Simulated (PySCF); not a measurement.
## Excitation energy of Ag by level of theory

Ag [Kr] 4d10 5s1 (2S) → Ag [Kr] 4d9 5s2 (2D), as a difference of total energies. Calculation: PySCF 2.14, in aug-cc-pVDZ-PP with ECP28MDF (5s5p4d2f, 54 functions); a scalar-relativistic core potential. Correlated levels: valence: 4s2 4p6 frozen. The calculations carry no spin-orbit coupling.

| method | excitation energy (eV) | error (eV) |
| --- | --- | --- |
| UHF | 3.711 | -0.260 |
| MP2 (valence) | 4.241 | +0.270 |
| SCS-MP2 (valence) | 4.050 | +0.079 |
| CCSD (valence) | 3.956 | -0.015 |
| CCSD(T) (valence) | 3.959 | -0.012 |

Reference: 3.971 eV (measured; NIST levels, between the centres of gravity of the two terms).

Errors of the correlated levels include the incompleteness of this basis and the frozen core.
